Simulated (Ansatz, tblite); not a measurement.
Cost and result up the ladder for (OH)3Ti-NH-SiH3 (TiSiNO₃H₇) (13 atoms). Total charge 0; singlet. Geometry: r2SCAN-D4/def2-SVP.

```xyz
13

Ti    0.936    0.293   -0.530
O     1.441   -1.286    0.183
O     1.979    1.672   -0.052
O     0.861    0.147   -2.318
N    -0.787    0.572    0.212
Si   -1.746   -0.667    0.981
H     1.890   -1.432    1.026
H     2.547    2.239   -0.587
H     0.113    0.054   -2.919
H    -1.081    1.536    0.376
H    -1.792   -1.888    0.124
H    -3.144   -0.167    1.180
H    -1.218   -1.074    2.324
```

Ansatz; hardware A = 2 threads of AMD EPYC 7R13 on a shared host; B = 2 threads of AMD EPYC 7R13 on a shared host and a share (18 GiB) of an NVIDIA H100 80GB HBM3; xTB runs through tblite on one thread. Times are rough, summed over both states, and most runs start from the orbitals of an earlier one. PBE0-D4/def2-TZVP serves as the yardstick here, not as an exact answer. Differences are given only for rows in sets of like size (and for xTB, whose basis is part of the method), since another set adds its own error. The other state is a triplet at its own geometry, which has other bonds, so the gap mixes isomer and spin.

The 6-31G sets use Cartesian d functions. The xTB rows come from tblite. B3LYP takes the VWN-RPA correlation. Correlated methods freeze 14 core orbitals; core or outer-core shells of Ti are correlated, in sets that lack core-valence functions. The rows differ in basis, and correlated rows in double-zeta sets carry the largest basis error.

Second-order perturbation terms are unreliable where d shells bring near-degenerate states, and here MP2/def2-TZVP lies more than 0.4 eV from the median of the functionals without such a term.

Correlated methods converge slowly with the basis, most of all in double-zeta sets (MP2 moves by 0.18 eV from def2-SVP to def2-TZVP here).

xTB has no spin-polarisation term.

```tsv
level	functions	triplet − singlet (eV)	difference from PBE0-D4/def2-TZVP (eV)
r2SCAN-D4/def2-TZVP [A]	248	3.16	0.17
B3LYP-D4/def2-TZVP [A]	248	3.00	0.00
B3LYP-D4/6-31G [A]	92	2.88	–
MP2/def2-TZVP [A]	248	3.93	0.93
CCSD(T)/def2-SVP [B]	140	3.12	–
HF/6-31G [A]	92	0.97	–
GFN1-xTB	48	2.90	-0.10
r2SCANh-D4/def2-TZVP [A]	248	3.05	0.05
PBE-D4/def2-TZVP (with forces) [A]	248	3.25	0.26
PBE0-D4/def2-TZVP [A]	248	3.00	0.00
GFN2-xTB	41	3.82	0.82
```

Q: Estimate how long each takes.

A: GFN2-xTB 0.015 s; GFN1-xTB 0.023 s; HF/6-31G [A] 4 s; CCSD(T)/def2-SVP [B] 9.7 s; B3LYP-D4/6-31G [A] 10 s; PBE-D4/def2-TZVP (with forces) [A] 14 s; r2SCAN-D4/def2-TZVP [A] 25 s; B3LYP-D4/def2-TZVP [A] 27 s; PBE0-D4/def2-TZVP [A] 29 s; MP2/def2-TZVP [A] 30 s; r2SCANh-D4/def2-TZVP [A] 40 s. On shared hardware such times vary by a factor of up to 3.
